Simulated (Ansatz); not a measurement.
C3H3ClO2Sn (`[Cl][Sn-]1[O]C=CC=[O+]1`) at its PBE0-D4/def2-TZVP geometry, where that method's forces vanish. The species carries charge 0 and has multiplicity 1. Sn takes the def2 core potential.

```xyz
10

Cl    1.1299    0.2786    2.8308
Sn    1.1612   -1.6109    1.3618
O    -0.8873   -1.2472    0.7682
C    -1.2904   -0.3100    0.0223
C    -0.5230    0.5428   -0.7624
C     0.8560    0.4498   -0.9092
O     1.6434   -0.3515   -0.3301
H    -2.3788   -0.1792   -0.0149
H    -1.0407    1.2943   -1.3423
H     1.3296    1.1334   -1.6243
```

Q: What forces (eV/Å) does ωB97M-V/def2-TZVPP give on these atoms in Ansatz 0.2.0? (Best estimate.)

A: Computed: 
```
Cl1 -0.018 -0.023 -0.061
Sn2 -0.015  0.029 -0.009
O3   0.161 -0.105  0.085
C4  -0.164  0.105 -0.064
C5  -0.082  0.124 -0.088
C6  -0.014  0.159 -0.129
O7   0.029 -0.152  0.142
H8   0.098 -0.015  0.010
H9   0.041 -0.059  0.045
H10 -0.036 -0.063  0.068
```
